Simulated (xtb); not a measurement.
Input for xtb: GFN2-xTB on C4H6O (a complex), monomers drawn apart or pushed together.

```
$ xtb mol.xyz --gfn 2 --sp --chrg 0 --uhf 0
11

C      0.45952735    -0.10697570     0.24635210
O     -0.49701243     0.48403125     0.30112565
C      1.17206751    -0.78862259     4.93957291
C     -0.12618355    -0.58752955     5.12663689
C     -0.80583548     0.74314945     5.08677484
H      1.85063754     0.03461319     4.74512986
H      1.60481885    -1.78002708     4.97238979
H     -0.76658348    -1.44503988     5.31700836
H     -1.32627248     0.94680225     6.02682884
H     -0.09424325     1.55003462     4.90652061
H     -1.56139359     0.77166326     4.29610040
```

Program output:

```
[...]
           -------------------------------------------------
          |                Calculation Setup                |
           -------------------------------------------------



molecular fragmentation (1/2 indicates fragments):
11222222222
# atoms in fragment 1/2:     2     9
 fragment masses (1/2) :       28.01       42.08
CMA distance (Bohr)    :   9.056
constraining FC (au)   :  0.0500

           -------------------------------------------------
          |                 G F N 2 - x T B                 |
           -------------------------------------------------

        Reference                      10.1021/acs.jctc.8b01176
      * Hamiltonian:
        H0-scaling (s, p, d)           1.850000    2.230000    2.230000
        zeta-weighting                 0.500000
      * Dispersion:
        s8                             2.700000
        a1                             0.520000
        a2                             5.000000
        s9                             5.000000
      * Repulsion:
        kExp                           1.500000    1.000000
        rExp                           1.000000
      * Coulomb:
        alpha                          2.000000
        third order                    shell-resolved
        anisotropic                    true
        a3                             3.000000
        a5                             4.000000
        cn-shift                       1.200000
        cn-exp                         4.000000
        max-rad                        5.000000


          ...................................................
          :                      SETUP                      :
          :.................................................:
          :  # basis functions                  26          :
          :  # atomic orbitals                  26          :
          :  # shells                           16          :
          :  # electrons                        28          :
          :  max. iterations                   250          :
          :  Hamiltonian                  GFN2-xTB          :
          :  restarted?                      false          :
          :  GBSA solvation                  false          :
          :  PC potential                    false          :
          :  electronic temp.          300.0000000     K    :
          :  accuracy                    1.0000000          :
          :  -> integral cutoff          0.2500000E+02      :
          :  -> integral neglect         0.1000000E-07      :
          :  -> SCF convergence          0.1000000E-05 Eh   :
          :  -> wf. convergence          0.1000000E-03 e    :
          :  Broyden damping             0.4000000          :
          :  net charge                          0          :
          :  unpaired electrons                  0          :
          ...................................................

 iter      E             dE          RMSdq      gap      omega  full diag
   1    -15.7938312 -0.157938E+02  0.583E+00    4.50       0.0  T
   2    -15.8010112 -0.717997E-02  0.352E+00    5.12       1.0  T
   3    -15.7838030  0.172082E-01  0.153E+00    3.61       1.0  T
   4    -15.8036311 -0.198281E-01  0.235E-01    3.34       1.0  T
   5    -15.8037938 -0.162761E-03  0.109E-01    3.23       1.0  T
   6    -15.8038185 -0.246917E-04  0.633E-02    3.20       1.0  T
   7    -15.8038289 -0.103680E-04  0.151E-02    3.21       2.0  T
   8    -15.8038310 -0.214801E-05  0.609E-03    3.21       5.0  T
   9    -15.8038312 -0.134084E-06  0.132E-03    3.21      22.9  T
  10    -15.8038312 -0.105784E-07  0.708E-04    3.21      42.6  T
  11    -15.8038312 -0.535568E-08  0.954E-05    3.21     316.1  T

   *** convergence criteria satisfied after 11 iterations ***

         #    Occupation            Energy/Eh            Energy/eV
      -------------------------------------------------------------
         1        2.0000           -0.7960108             -21.6606
       ...           ...                  ...                  ...
         8        2.0000           -0.5057626             -13.7625
         9        2.0000           -0.4842746             -13.1778
        10        2.0000           -0.4767697             -12.9736
        11        2.0000           -0.4711927             -12.8218
        12        2.0000           -0.4477467             -12.1838
        13        2.0000           -0.4296383             -11.6911
        14        2.0000           -0.3971064             -10.8058 (HOMO)
        15                         -0.2791073              -7.5949 (LUMO)
        16                         -0.2790644              -7.5937
        17                         -0.1997906              -5.4366
        18                          0.1129697               3.0741
        19                          0.1321411               3.5957
       ...                                ...                  ...
        26                          0.8163160              22.2131
      -------------------------------------------------------------
                  HL-Gap            0.1179991 Eh            3.2109 eV
             Fermi-level           -0.3381068 Eh           -9.2004 eV

 SCC (total)                   0 d,  0 h,  0 min,  0.008 sec
 SCC setup                      ...        0 min,  0.000 sec (  2.306%)
 Dispersion                     ...        0 min,  0.000 sec (  1.477%)
 classical contributions        ...        0 min,  0.000 sec (  0.479%)
 integral evaluation            ...        0 min,  0.001 sec ( 11.799%)
 iterations                     ...        0 min,  0.004 sec ( 54.951%)
 molecular gradient             ...        0 min,  0.002 sec ( 25.767%)
 printout                       ...        0 min,  0.000 sec (  2.827%)

         :::::::::::::::::::::::::::::::::::::::::::::::::::::
         ::                     SUMMARY                     ::
         :::::::::::::::::::::::::::::::::::::::::::::::::::::
         :: total energy             -15.564277847010 Eh    ::
         :: gradient norm              0.013916220632 Eh/a0 ::
         :: HOMO-LUMO gap              3.210920252698 eV    ::
         ::.................................................::
         :: SCC energy               -15.803809088341 Eh    ::
         :: -> isotropic ES            0.000329280929 Eh    ::
         :: -> anisotropic ES          0.003078420052 Eh    ::
         :: -> anisotropic XC          0.011017973830 Eh    ::
         :: -> dispersion             -0.003903937201 Eh    ::
         :: repulsion energy           0.239531241331 Eh    ::
         :: add. restraining           0.000000000000 Eh    ::
         :: total charge              -0.000000000000 e     ::
         :::::::::::::::::::::::::::::::::::::::::::::::::::::

           -------------------------------------------------
          |                Property Printout                |
           -------------------------------------------------

    * Orbital Energies and Occupations

         #    Occupation            Energy/Eh            Energy/eV
      -------------------------------------------------------------
         1        2.0000           -0.7960108             -21.6606
         2        2.0000           -0.6550025             -17.8235
         3        2.0000           -0.6160183             -16.7627
         4        2.0000           -0.6132590             -16.6876
         5        2.0000           -0.6132269             -16.6868
         6        2.0000           -0.5874421             -15.9851
         7        2.0000           -0.5407891             -14.7156
         8        2.0000           -0.5057626             -13.7625
         9        2.0000           -0.4842746             -13.1778
        10        2.0000           -0.4767697             -12.9736
        11        2.0000           -0.4711927             -12.8218
        12        2.0000           -0.4477467             -12.1838
        13        2.0000           -0.4296383             -11.6911
        14        2.0000           -0.3971064             -10.8058 (HOMO)
        15                         -0.2791073              -7.5949 (LUMO)
        16                         -0.2790644              -7.5937
        17                         -0.1997906              -5.4366
        18                          0.1129697               3.0741
        19                          0.1321411               3.5957
        20                          0.1808357               4.9208
        21                          0.1881062               5.1186
        22                          0.2115663               5.7570
        23                          0.2302689               6.2659
        24                          0.4183340              11.3834
        25                          0.6039164              16.4334
        26                          0.8163160              22.2131
      -------------------------------------------------------------
                  HL-Gap            0.1179991 Eh            3.2109 eV
             Fermi-level           -0.3381068 Eh           -9.2004 eV

     #   Z          covCN         q      C6AA      α(0)
     1   6 C        0.856     0.049    33.643     9.679
     2   8 O        0.856    -0.049    15.787     5.327
     3   6 C        2.835    -0.096    30.397     9.035
     4   6 C        2.883    -0.024    28.610     8.769
     5   6 C        3.753    -0.101    22.487     6.762
     6   1 H        0.925     0.034     2.532     2.488
     7   1 H        0.925     0.033     2.540     2.492
     8   1 H        0.925     0.029     2.604     2.523
     9   1 H        0.924     0.043     2.406     2.426
    10   1 H        0.924     0.040     2.449     2.447
    11   1 H        0.924     0.042     2.424     2.435

 Mol. C6AA /au·bohr⁶  :       1208.687342
 Mol. C8AA /au·bohr⁸  :      27392.289949
 Mol. α(0) /au        :         54.383072


Wiberg/Mayer (AO) data.
largest (>0.10) Wiberg bond orders for each atom

 ---------------------------------------------------------------------------
     #   Z sym  total        # sym  WBO       # sym  WBO       # sym  WBO
 ---------------------------------------------------------------------------
     1   6 C    2.611 --     2 O    2.611
     2   8 O    2.611 --     1 C    2.611
     3   6 C    3.991 --     4 C    1.977     7 H    0.978     6 H    0.976
     4   6 C    3.991 --     3 C    1.977     5 C    1.041     8 H    0.968
     5   6 C    3.997 --     4 C    1.041    10 H    0.985     9 H    0.971
                            11 H    0.970
     6   1 H    0.999 --     3 C    0.976
     7   1 H    0.999 --     3 C    0.978
     8   1 H    0.999 --     4 C    0.968
     9   1 H    0.998 --     5 C    0.971
    10   1 H    0.998 --     5 C    0.985
    11   1 H    0.998 --     5 C    0.970
 ---------------------------------------------------------------------------

Topologies differ in total number of bonds
Writing topology from bond orders to xtbtopo.mol

molecular dipole:
                 x           y           z       tot (Debye)
 q only:       -0.025       0.040       0.004
   full:       -0.345       0.229       0.025       1.054
molecular quadrupole (traceless):
                xx          xy          yy          xz          yz          zz
 q only:        0.161      -0.081       0.122      -1.663       1.262      -0.282
  q+dip:        0.631       0.506       0.718      -2.634       1.260      -1.349
   full:       -0.863       1.411       0.623      -2.283       1.334       0.241


           -------------------------------------------------
          | TOTAL ENERGY              -15.564277847010 Eh   |
          | GRADIENT NORM               0.013916220632 Eh/α |
          | HOMO-LUMO GAP               3.210920252698 eV   |
           -------------------------------------------------

------------------------------------------------------------------------
Note: The following floating-point exceptions are signalling: IEEE_UNDERFLOW_FLAG IEEE_DENORMAL
normal termination of xtb
------------------------------------------------------------------------
 total:
 SCF:
```

The run finished.

Cost: around 0.07 core-seconds (rough).
